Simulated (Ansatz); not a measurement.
## InCNClF (SMILES N#[C][In]([F])[Cl]): the energy, rung by rung

InCNClF: 5 atoms, total charge 0, spin state singlet. SMILES: `N#[C][In]([F])[Cl]`. Geometry: optimised at r2SCAN/def2-SVP.

Quantity: the adiabatic ionisation energy (to the doublet cation, shapes relaxed at r2SCAN/def2-SVP, no zero-point term), in eV. The values are calculated.

```tsv
level	kind	program	value (eV)	less CCSD(T)/def2-SVP	CPU time (all runs)
HF/def2-SVP (core potential)	Hartree–Fock	Ansatz	11.08	-0.37	12 s
BLYP/def2-SVP (core potential)	GGA	Ansatz	11.10	-0.35	11 s
PBE0-D4/def2-SVP (core potential)	global hybrid	Ansatz	11.62	+0.17	11 s
CAM-B3LYP/def2-SVP (core potential)	range-separated hybrid	Ansatz	11.76	+0.31	15 s
wB97M-V/def2-SVP (core potential)	range-separated hybrid	Ansatz	11.75	+0.30	60 s
RPA@PBE/def2-SVP (core potential)	RPA	Ansatz	11.23	-0.22	18 s
MP2/def2-SVP (core potential)	perturbation theory	Ansatz	12.08	+0.63	11 s
CCSD(T)/def2-SVP (core potential)	coupled cluster or CI	Ansatz	11.45	0.00	66 s
```

Differences are taken from CCSD(T)/def2-SVP (core potential) for orientation; it has basis-set and higher-order errors of its own. Spin-orbit coupling is left out. The values span 11.08 to 12.08 eV. Spin contamination of the reference (⟨S²⟩ at least 0.1 too high) touches HF/def2-SVP, MP2/def2-SVP, CCSD(T)/def2-SVP (up to 0.22 too high). In the correlated wave-function rows the outer d shell of In is correlated, in sets not made for it. CPU times are rough (shared hosts, several kinds of processor and program).
